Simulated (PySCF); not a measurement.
Electron correlation in Sb (antimony, neutral)

[Kr] 4d10 5s2 5p2 6s1, 6s spin antiparallel (an excited configuration). Calculation: PySCF 2.14, in x2c-TZVPPall with one added diffuse shell each of s, p, d, f type (9s7p5d3f, 76 functions); scalar relativity by spin-free X2C-1e. Frozen: [Ar] 3d10; 23 electrons correlated.

MP2 pair energies summed by pair of shells (mhartree):

```json
{"pair": "4d-4d", "energy": "-153.83", "share (%)": "39.1"}
{"pair": "4d-5s", "energy": "-56.38", "share (%)": "14.3"}
{"pair": "4p-4d", "energy": "-47.16", "share (%)": "12.0"}
{"pair": "4d-5p", "energy": "-32.08", "share (%)": "8.1"}
{"pair": "5s-5p", "energy": "-26.83", "share (%)": "6.8"}
{"pair": "4p-4p", "energy": "-15.18", "share (%)": "3.9"}
{"pair": "5s-5s", "energy": "-12.87", "share (%)": "3.3"}
{"pair": "4s-4d", "energy": "-9.85", "share (%)": "2.5"}
{"pair": "5p-6s", "energy": "-7.54", "share (%)": "1.9"}
{"pair": "4s-4p", "energy": "-6.95", "share (%)": "1.8"}
{"pair": "4p-5s", "energy": "-6.77", "share (%)": "1.7"}
{"pair": "5s-6s", "energy": "-4.89", "share (%)": "1.2"}
{"pair": "5p-5p", "energy": "-4.29", "share (%)": "1.1"}
{"pair": "4d-6s", "energy": "-3.73", "share (%)": "0.9"}
{"pair": "4p-5p", "energy": "-2.86", "share (%)": "0.7"}
{"pair": "4s-4s", "energy": "-1.31", "share (%)": "0.3"}
{"pair": "4s-5s", "energy": "-0.56", "share (%)": "0.1"}
{"pair": "4p-6s", "energy": "-0.32", "share (%)": "0.1"}
{"pair": "4s-5p", "energy": "-0.27", "share (%)": "0.1"}
{"pair": "4s-6s", "energy": "-0.03", "share (%)": "0.0"}
```

Total MP2 correlation energy: -393.72 mhartree.

Same-spin part -138.01 and opposite-spin part -255.71 mhartree; SCS-MP2 scales them by 1/3 and 6/5 to -352.85 mhartree.

This basis was not built for core-valence correlation, so the inner-shell part is incomplete.
